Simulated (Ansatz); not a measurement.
Geometry optimisation, Ansatz, RHF/def2-mTZVP.

Input file:

```yaml
crystal:
  periodic: [false, false, false]
  atoms:
    - { symbol: W, position_ang: [0.0, 0.0, 0.0] }
    - { symbol: H, position_ang: [0.0, 0.0, 2.07] }
    - { symbol: H, position_ang: [1.72, 0.0, 0.0] }
    - { symbol: H, position_ang: [0.0, 1.72, 0.0] }
    - { symbol: H, position_ang: [-1.72, 0.0, 0.0] }
    - { symbol: H, position_ang: [0.0, -1.72, 0.0] }
    - { symbol: H, position_ang: [0.0, 0.0, -1.72] }
    - { symbol: Br, position_ang: [1.8861, 1.9648, 0.905] }
    - { symbol: H, position_ang: [0.6964, 0.7254, 2.129] }
basis:
  gaussian: { orbitals: def2-mTZVP }
hamiltonian:
  xc: hf
relax:
  f_tol: 0.15
  max_steps: 25
  restrain:
    - { distance: [0, 7], at: 2.57, k: 30.0 }
    - { distance: [8, 1], at: 0.66, k: 30.0 }
    - { distance: [0, 1], at: 2.92, k: 30.0 }
    - { distance: [8, 7], at: 2.75, k: 30.0 }
```

Run as:

```bash
$ ansatz run input.yaml --threads 1 --pin off --max-ram 2048MiB --backend cpu --events-out ev --progress --plain --runs-dir out
```

**Question.** Where does it end, and by what steps?

**Answer.** The forces met the threshold. The restraints hold the end off the free minimum; the threshold counts their pulls, which the force column leaves out. Restrained pairs: W1–Br8 (2.87 → 2.54 Å), H2–H9 (1.01 → 0.70 Å), W1–H2 (2.07 → 2.92 Å), Br8–H9 (2.11 → 2.76 Å). After 17 steps the energy has fallen by 6.883 eV (the restraints' own energy left out); H4 moved furthest, 1.75 Å.

```
step  energy less start (eV)  largest force component (eV/Å)  accepted
   0                  0.0000                           3.881       yes
   1                 -1.4583                           3.105       yes
   2                 -2.6023                           3.664       yes
   3                 -4.1663                           3.554       yes
   4                 -5.4553                           2.186       yes
   5                 -6.0669                           1.023       yes
   6                 -6.2065                           1.033       yes
   7                 -6.2715                           0.833       yes
   8                 -6.3043                           0.457        no
   9                 -6.2943                           0.700       yes
  10                 -6.3077                           0.760       yes
  11                 -6.3209                           0.909       yes
  12                 -6.3749                           1.099       yes
  13                 -6.5012                           0.916       yes
  14                 -6.7237                           0.785       yes
  15                 -6.8517                           0.797       yes
  16                 -6.8256                           0.906        no
  17                 -6.8826                           0.758       yes
```

```xyz
9
Properties=species:S:1:pos:R:3
W 0.178 0.190 -0.007
H 0.656 0.670 2.836
H 0.756 -1.199 0.804
H -1.224 0.754 0.793
H -1.220 0.064 -0.917
H 0.083 -1.211 -0.913
H 0.325 0.332 -1.658
Br 1.960 2.001 -0.001
H 1.067 1.089 2.447
```

Time of the run: 53 s on 1 thread of AMD EPYC 7R43 64-Core Processor (Zen 3) (shared host), peak memory 0.24 GiB.
